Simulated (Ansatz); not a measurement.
`[CH3][Y]([CH3])[Cl]` + CH₄ → `[CH3][Y]([CH3])[CH3]` + HCl  (formal exchange of groups at a Y–Cl bond)

Calculated with Ansatz (gas phase, PBE0-D4/def2-TZVP geometries, no zero-point term in ΔE). CBS: MP2 limit from def2 TZ/QZ plus the TZ coupled-cluster correction, frozen cores. This one scheme is used for every species. DFT in def2-TZVPP. Elements past krypton have def2 core potentials. For Y outer-core shells are correlated without core-valence functions, which leaves a few kJ/mol of doubt a bond.

CCSD(T)/CBS gives +267.1 kJ/mol.

Problem. Another level gave +270.2 kJ/mol. Which?
A. BLYP-D4/def2-TZVPP
B. LDA (SPW92)/def2-TZVPP
C. ωB97X-V/def2-TZVPP
D. CCSD/def2-TZVPP

Solution. C. ωB97X-V 270.2, LDA (SPW92) 251.4, BLYP-D4 259.7, CCSD/def2-TZVPP 265.7 kJ/mol.

Largest T1 diagnostic among the species: 0.012.

From r2SCAN to r2SCAN0 (25 % exact exchange), in def2-TZVPP and without D4, ΔE moves by +3.8 kJ/mol. At CCSD(T), def2-SVP lies +19.6 kJ/mol from the extrapolated value and def2-TZVPP −3.9 kJ/mol.
